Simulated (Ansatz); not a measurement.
ClH$_{3}$NOSTa (`[NH2][Ta]([OH])(=[S])[Cl]`). Charge 0, multiplicity 1. Ta takes the def2 core potential. All single points use the PBE0-D4/def2-TZVP geometry. It is one conformer, not always the lowest.

```xyz
8

N     1.036    0.529    0.936
Ta   -0.101   -0.068   -0.538
O    -1.843   -0.368    0.121
S     0.796   -1.881   -1.288
Cl   -0.195    1.557   -2.174
H     0.768    1.255    1.586
H     1.928    0.131    1.190
H    -2.389   -1.155    0.168
```

(1) What is the dipole moment at B3LYP/def2-TZVPP? (An estimate is asked.)

(2) And with PBE, r2SCAN, ωB97M-V? (Estimate.)

(3) Give the Mulliken charges with B3LYP, ωB97M-V, r2SCAN in def2-TZVPP. (An estimate is asked.)

## Answers

(1) Ansatz gave: 3.41 D, with components (-0.82, 0.63, 3.25) D in this frame, pointing from negative to positive charge.

(2) Ansatz gave: PBE 3.40 D, r2SCAN 3.52 D, ωB97M-V 3.48 D.

(3) Computed: 
```csv
atom,B3LYP,ωB97M-V,r2SCAN
N1,-0.40,-0.37,-0.45
Ta2,0.79,0.72,0.83
O3,-0.39,-0.38,-0.41
S4,-0.27,-0.23,-0.29
Cl5,-0.26,-0.24,-0.27
H6,0.15,0.13,0.17
H7,0.18,0.16,0.20
H8,0.21,0.20,0.23
```

B3LYP here is the variant with VWN-RPA as its local correlation; programs differ in this.
